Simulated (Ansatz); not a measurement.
Ge nanocrystals, cubic, H-capped: gap (eV) against size, from Ansatz at PBE0-D4/def2-TZVP, gas phase, singlets. N counts the atoms other than H and halogen caps. The structures are stationary points that may keep the symmetry of their start.

| species | geometry | N | N^(−1/3) | gap (eV) |
| --- | --- | --- | --- | --- |
| Ge10H16 | PBE-D4/def2-SVP | 10 | 0.464 | 6.68 |
| Ge13H20 | PBE-D4/def2-SVP | 13 | 0.425 | 6.19 |
| Ge14H20 | PBE-D4/def2-SVP | 14 | 0.415 | 6.07 |
| Ge19H28 | PBE-D4/def2-SVP | 19 | 0.375 | 5.65 |
| Ge20H30 | PBE-D4/def2-SVP | 20 | 0.368 | 5.45 |

Fit a straight line in N^(−1/3) and predict the value for Ge23H32 (N = 23, PBE-D4/def2-SVP geometry).

With x = N^(−1/3) and y = gap (eV): mean x = 0.4094, mean y = 6.008; Σ(x − x̄)(y − ȳ) = 0.07529, Σ(x − x̄)² = 0.006153; slope b = 12.24, intercept a = ȳ − b·x̄ = 0.9969. The residuals of the fitted rows reach 0.06. At x = 0.352 the line gives 0.9969 + (12.24 × 0.352) = 5.31; the run gave 5.48, 0.17 more than the line. R² of the fitted rows is 0.99. The intercept, 0.9969 eV, is the line's value for infinite size, a rough extrapolation from members this small. The gap is the Kohn–Sham HOMO–LUMO difference.
